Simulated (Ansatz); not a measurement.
A run on Ge₂H₅O, SMILES `[OH][GeH][GeH3]` radical with other settings.

```yaml
crystal:
  periodic: [false, false, false]
  atoms:
    - {symbol: O, position_ang: [-1.352167, 0.061595, -1.664985]}
    - {symbol: Ge, position_ang: [-0.103004, 1.004651, -0.529347]}
    - {symbol: Ge, position_ang: [0.293477, -0.802575, 1.304740]}
    - {symbol: H, position_ang: [-1.132961, 0.495809, -2.776218]}
    - {symbol: H, position_ang: [1.202608, 1.307227, -1.234496]}
    - {symbol: H, position_ang: [1.342141, -0.068704, 2.221975]}
    - {symbol: H, position_ang: [0.848343, -1.846693, 0.715103]}
    - {symbol: H, position_ang: [-0.951336, -0.694758, 1.733478]}
basis:
  gaussian: {orbitals: aug-cc-pVTZ}
total_charge: 1
hamiltonian: {xc: {name: wPBEh}}
```

```sh
$ ansatz run in.yaml --threads 4 --pin off --events-out ev --progress --plain --max-ram 10444MiB
```

Output, abridged:

```
Functional definition: wPBEh
1541 factors; their error is unknown
108 factors; integrals over basis functions are off by at most 4.0e-6 eV
mean field evaluation 1: about -115123.7737 eV, gradient 9.5e1 eV
mean field evaluation 2: about -114991.1651 eV, gradient 1.9e2 eV
mean field evaluation 4: about -115139.5520 eV, gradient 1.4e1 eV
mean field evaluation 8: about -115140.2087 eV, gradient 1.8e-1 eV
mean field evaluation 16: about -115140.6920 eV, gradient 3.8e-4 eV
mean field -115140.69202765 eV, -4231.3423868519 hartree, gradient 8.1e-5 eV, S^2 0.000000; 0 other end points of the search recorded, 0 dependent functions left out
reference -115140.69207628 eV, -4231.3423886390 hartree; 38, 38 occupied and 241, 241 virtual orbitals, 1541 factors
Total energy: -115140.69207628 eV, -4231.3423886390 hartree
```

Hardware: 4 threads of an Intel Xeon 6975P-C on a shared host. Wall time 4.2 s, peak host memory 0.77 GiB.
